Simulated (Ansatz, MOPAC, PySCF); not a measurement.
Potential energy surface of H2B (cation, charge +1), singlet: symmetric bend, bond length relaxed. Scanned: H-B-H angle. Other coordinates (B-H bond length) were minimised at B3LYP/def2-TZVP.

Computed with: RKS-LDA (SVWN5)/6-31G* = restricted LDA (SVWN5)/6-31G*, spherical d (PySCF 2.14.0); PM6, restricted, heats of formation (MOPAC); RHF/STO-3G = PySCF with restricted Hartree-Fock/STO-3G; FCI/def2-TZVP = full CI/def2-TZVP, frozen core (Ansatz, an electronic-structure program).

Energies relative to the lowest point of each profile, in kcal/mol; the last columns give the difference from FCI:

| a / ° | RKS-LDA (SVWN5)/6-31G* | PM6 | RHF/STO-3G | FCI/def2-TZVP | RKS-LDA (SVWN5)/6-31G* − FCI/def2-TZVP | PM6 − FCI/def2-TZVP | RHF/STO-3G − FCI/def2-TZVP |
|---|---|---|---|---|---|---|---|
| 180 | 0.0 | 0.0 | 0.0 | 0.0 | 0.0 | 0.0 | 0.0 |
| 169.80 | 0.8 | 0.7 | 0.9 | 0.8 | 0.0 | -0.1 | 0.1 |
| 157.84 | 3.5 | 3.5 | 4.1 | 3.8 | -0.2 | -0.3 | 0.4 |
| 148.53 | 7.2 | 7.0 | 8.3 | 7.6 | -0.4 | -0.6 | 0.7 |
| 137.80 | 13.0 | 12.7 | 15.0 | 13.8 | -0.8 | -1.1 | 1.2 |
| 128.83 | 19.3 | 18.9 | 22.2 | 20.5 | -1.2 | -1.6 | 1.8 |
| 122.02 | 25.0 | 24.4 | 28.8 | 26.5 | -1.6 | -2.1 | 2.2 |
| 112.43 | 34.5 | 33.6 | 39.7 | 36.6 | -2.1 | -3.0 | 3.1 |
| 98.74 | 51.3 | 49.6 | 59.4 | 54.4 | -3.1 | -4.8 | 5.1 |
| 88.51 | 66.7 | 63.8 | 78.0 | 70.5 | -3.8 | -6.7 | 7.5 |
| 82.16 | — | — | 91.6 | 82.0 | — | — | 9.6 |
| 68.70 | — | — | 126.4 | 109.7 | — | — | 16.7 |

RKS-LDA (SVWN5)/6-31G* is furthest from FCI/def2-TZVP at 88.51 (-3.8 kcal/mol, below); its mean absolute difference over the points is 1.3 kcal/mol.

PM6 is furthest from FCI/def2-TZVP at 88.51 (-6.7 kcal/mol, below); its mean absolute difference over the points is 2.0 kcal/mol.

RHF/STO-3G is furthest from FCI/def2-TZVP at 68.70 (16.7 kcal/mol, above); its mean absolute difference over the points is 4.0 kcal/mol.

A dash means that the run gave no value there, or that the column was ended at a point which the program doubted or which failed a test of continuity chosen for this set; such a test can also cut sound points.

The scan ran from 180.0 to 60.0; beyond the range shown the relaxed coordinates jump or full CI changes its symmetry label.
